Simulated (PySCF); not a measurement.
Removing an electron from `C=N[C@H](C)CCC`

Compound: C₆H₁₃N.
Structure used (PBE0-D3(BJ)/def2-SVP), in Å, numbered top down from 1:
```xyz
20
C6H13N angstrom
C     -1.9830   -1.2835   -0.9860
N     -1.4418   -0.1471   -0.9021
C     -0.9743    0.3081    0.3897
C     -1.7907    1.5277    0.7975
C      0.5149    0.6367    0.2996
C      1.3974   -0.5524   -0.0471
C      2.8753   -0.2016   -0.1055
H     -2.3558   -1.6443   -1.9561
H     -2.1106   -1.9609   -0.1162
H     -1.1101   -0.4858    1.1588
H     -1.4475    1.9163    1.7683
H     -2.8583    1.2761    0.8827
H     -1.6879    2.3234    0.0440
H      0.6478    1.4314   -0.4555
H      0.8312    1.0640    1.2676
H      1.0746   -0.9654   -1.0175
H      1.2335   -1.3548    0.6950
H      3.4911   -1.0782   -0.3586
H      3.0702    0.5722   -0.8655
H      3.2344    0.1895    0.8605
```

Level: CAM-B3LYP/def2-SVPD (PySCF). Frontier orbitals with their largest atomic shares (Löwdin; up to four atoms above 4 %):

```tsv
orbital	ε (eV)	main atoms
HOMO−3	-10.59	C5 18 %, C6 16 %, C3 14 %, H16 8 %
HOMO−2	-10.54	C6 25 %, C5 16 %, H17 13 %, C7 11 %
HOMO−1	-9.89	N2 23 %, C1 21 %, C3 13 %, C5 11 %
HOMO	-8.75	?
LUMO	0.79	C1 36 %, N2 35 %, H9 10 %, H8 8 %
LUMO+1	1.53	C1 15 %, C7 10 %, C6 8 %, C4 7 %
LUMO+2	1.79	C7 20 %, C1 15 %, H9 8 %, H19 8 %
```

**Question.** What vertical ionisation energy does ΔSCF give, and how far is −ε(HOMO) from it?

**Answer.** ΔSCF: 9.52 eV (919 kJ/mol; threshold wavelength 130 nm); ⟨S²⟩ of the doublet left behind is 0.763, against 0.75 for a pure doublet. −ε(HOMO) is 8.75 eV, 0.77 eV below it. In exact Kohn–Sham theory the two would be equal; CAM-B3LYP (range-separated hybrid) falls short of its own ΔSCF value by 8 %. Holes in the HOMO−1 and HOMO−2 were tried too where these lie within 1.2 eV of the HOMO; the lowest converged state counts.

**Question.** On which atoms does the HOMO lie?

**Answer.** N2 (imine nitrogen) 58 %, C1 (imine carbon) 13 %, C3 (sp3 carbon bound to nitrogen) 11 %, H9 (hydrogen on a C=N carbon) 6 %, so more than half of it is on one atom. The HOMO−1 lies 1.14 eV lower.

**Question.** What kinetic energy would electrons from this vertical process carry with He I light (21.218 eV)?

**Answer.** 21.22 − 9.52 = 11.70 eV.

**Question.** How many of the 10 lowest singlet excitations (vertical TDDFT, same level) lie below the ionisation energy?

**Answer.** All 10; they run from 4.93 to 8.88 eV.

**Question.** With α = 83.3 au, estimate the like-pair dispersion coefficient by London's formula C6 = (3/4)α²I.

**Answer.** I = 0.3500 Eh, so C6 ≈ 1820 au, a rough estimate.

**Question.** What total energies stand behind the ΔSCF value?

**Answer.** E(N) = -290.83210 Eh and E(N − 1) = -290.48207 Eh at the same geometry, 0.35003 Eh apart.

One conformer (not necessarily the lowest) at the PBE0-D3(BJ)/def2-SVP geometry, without solvent, vibrations or thermal averaging.

These values come from a run that also computed excited states and ΔSCF ions. The run took 2.7 min of wall time on an x86-64 server with one thread, on a shared host.
